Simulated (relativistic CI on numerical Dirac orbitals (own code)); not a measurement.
**The 4d ions of charge 6+**

Computed by Dirac-Coulomb-Breit CI, orbitals from a KLI potential per configuration, a model potential for QED, unscaled Slater integrals (own radial code, finite nucleus).

Each species is treated in one configuration, given outside its closed core, with all valence electrons in the open shell. Radial values are for the open shell of highest l, unscaled and averaged over j; ζ includes the Breit term. Labels give the leading LS character, summed over repeated terms.

| Ion | Configuration | Its lowest level | LS weight (%) | g_J | g√(J(J+1)) | ⟨r⟩ (bohr) | ⟨r²⟩ (bohr²) | Next level | E (cm⁻¹) |
| --- | --- | --- | --- | --- | --- | --- | --- | --- | --- |
| Tc6+ | 4d | 2D_3/2 | 100 | 0.799 | 1.55 | 1.326 | 2.017 | 2D_5/2 | 3280.1 |
| Ru6+ | 4d2 | 3F_2 | 98 | 0.672 | 1.65 | 1.268 | 1.848 | 3F_3 | 2676.9 |
| Rh6+ | 4d3 | 4F_3/2 | 98 | 0.406 | 0.79 | 1.215 | 1.7 | 4F_5/2 | 1814.3 |
| Pd6+ | 4d4 | 5D_0 | 96 |  | 0.00 | 1.166 | 1.569 | 5D_1 | 859.69 |
| Ag6+ | 4d5 | ? | ? | ? | ? | ? | ? | ? | ? |
| Cd6+ | 4d6 | 5D_4 | 97 | 1.492 | 6.67 | 1.081 | 1.351 | 5D_3 | 3220.7 |

Problem. Fill in the row of Ag6+.

Solution. Its lowest level 6S_5/2; LS weight (%) 98; g_J 1.995; g√(J(J+1)) 5.90; ⟨r⟩ (bohr) 1.122; ⟨r²⟩ (bohr²) 1.453; Next level 4G_5/2; E (cm⁻¹) 34661.
